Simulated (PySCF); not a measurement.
This PySCF input asks for the NMR shieldings of SMILES C#CC1=COCC[C@H](F)[SiH2]1, C7H9FOSi; the geometry comes from GFN2-xTB.

```python
import basis_set_exchange as bse
import numpy as np
from pyscf import gto, dft
from pyscf.prop import nmr

atoms = """
C     3.870949    0.186608    0.309611
C     2.693227   -0.026129    0.214039
C     1.299330   -0.235751    0.073695
C     0.834541   -1.428789    0.487621
O    -0.393375   -1.966920    0.445814
C    -1.453135   -1.277494   -0.185818
C    -1.895180   -0.017344    0.565773
C    -1.439361    1.251863   -0.138543
F    -2.241176    1.430935   -1.266672
Si    0.402341    1.222081   -0.714240
H     4.901636    0.356656    0.401601
H     1.515423   -2.144075    0.940125
H    -1.170312   -1.019983   -1.215446
H    -2.260707   -2.012537   -0.222197
H    -2.983448   -0.004523    0.657584
H    -1.471776   -0.035599    1.571094
H    -1.656358    2.120832    0.492305
H     1.034815    2.458899   -0.244803
H     0.402762    1.150520   -2.179002
"""
names = dict.fromkeys(["C", "O", "F", "Si", "H"], "pcSseg-1")
basis = {el: gto.basis.parse(bse.get_basis(n, elements=[el], fmt="nwchem")) for el, n in names.items()}
mol = gto.M(atom=atoms, basis=basis, charge=0, verbose=0)
mf = dft.RKS(mol, xc="PBE0")
mf.grids.level = 2
mf.grids.alignment = dft.numint.BLKSIZE   # the property module wants whole blocks of grid points
mf.conv_tol = 1e-9
mf.kernel()

calc = nmr.RKS(mf)   # GIAO
C = mf.mo_coeff
Co = C[:, mf.mo_occ > 0]
resp = mf.gen_response(singlet=True, hermi=2)
def vind(x):   # induced exchange potential for any number of trial vectors
    d = np.einsum("pi,xij,qj->xpq", C, 2 * x.reshape(-1, C.shape[1], Co.shape[1]), Co, optimize=True)
    return np.einsum("xpq,pi,qj->xij", resp(d - d.transpose(0, 2, 1)), C, Co, optimize=True).ravel()
mo1, _ = nmr.rhf.solve_mo1(calc, with_cphf=vind)
sigma = calc.kernel(mo1)
for i, s in enumerate(sigma):   # ppm
    w = np.linalg.eigvalsh((s + s.T) / 2)
    print("%2d %-2s iso %8.1f  s11 %8.1f  s22 %8.1f  s33 %8.1f" % (i, mol.atom_pure_symbol(i), w.mean(), *w))
```

Problem. Give the expected output.

Solution. 
```
 0 C  iso    102.7  s11     38.8  s22     55.1  s33    214.2
 1 C  iso     99.8  s11     -1.7  s22      3.2  s33    298.0
 2 C  iso    101.2  s11     23.5  s22    111.9  s33    168.1
 3 C  iso     10.2  s11   -108.8  s22     45.0  s33     94.5
 4 O  iso    156.6  s11     42.6  s22    141.4  s33    285.9
 5 C  iso    115.9  s11     88.3  s22    105.4  s33    154.0
 6 C  iso    147.0  s11    135.1  s22    143.8  s33    162.2
 7 C  iso     92.6  s11     58.4  s22     78.0  s33    141.5
 8 F  iso    402.2  s11    349.3  s22    417.8  s33    439.3
 9 Si iso    389.1  s11    362.5  s22    378.7  s33    426.2
10 H  iso     29.2  s11     25.0  s22     25.1  s33     37.7
11 H  iso     24.2  s11     20.6  s22     23.8  s33     28.1
12 H  iso     27.2  s11     24.5  s22     27.6  s33     29.4
13 H  iso     27.1  s11     22.0  s22     27.3  s33     32.2
14 H  iso     29.1  s11     24.4  s22     27.9  s33     35.1
15 H  iso     29.8  s11     26.9  s22     28.9  s33     33.5
16 H  iso     26.3  s11     23.7  s22     26.5  s33     28.8
17 H  iso     27.1  s11     23.3  s22     26.3  s33     31.7
18 H  iso     26.6  s11     23.9  s22     25.0  s33     30.9
```

These numbers come from an equivalent density-fitted implementation of the same equations, which agrees with the script to about 0.01 ppm for H and up to a few tenths of a ppm for heavy atoms, so last digits may differ.

Problem. Turn these shieldings into chemical shifts. Chemical shifts δ = σref − σ; TMS for ¹³C (σref 186.93) and ²⁹Si (σref 349.16) and ¹H (σref 31.72); H2O for ¹⁷O (σref 336.08); ¹⁹F (σref 170.95) against CFCl3, all at this level.

Solution. Averaging equivalent atoms: C 3: 176.7; C 7: 94.3; C 1: 87.1; C 2: 85.8; C 0: 84.2; C 5: 71.0; C 6: 39.9; O 4: 179.4; F 8: -231.2; Si 9: -40.0; H 11: 7.53; H 16: 5.40; H 18: 5.11; H 17: 4.63; H 13: 4.57; H 12: 4.52; H 14: 2.59; H 10: 2.47; H 15: 1.93 ppm. Unscaled 19F shifts against computed CFCl3 carry errors that often reach 10 to 50 ppm. Experimental scales use liquid or dissolved standards, which lie at an offset from isolated H2O (liquid H2O: subtract about 36 ppm).

Size and cost of the density-fitted run: 222 basis functions, 87 s wall time on 1 thread of an Arm Neoverse N1, shared host; peak memory 1.1 GiB.
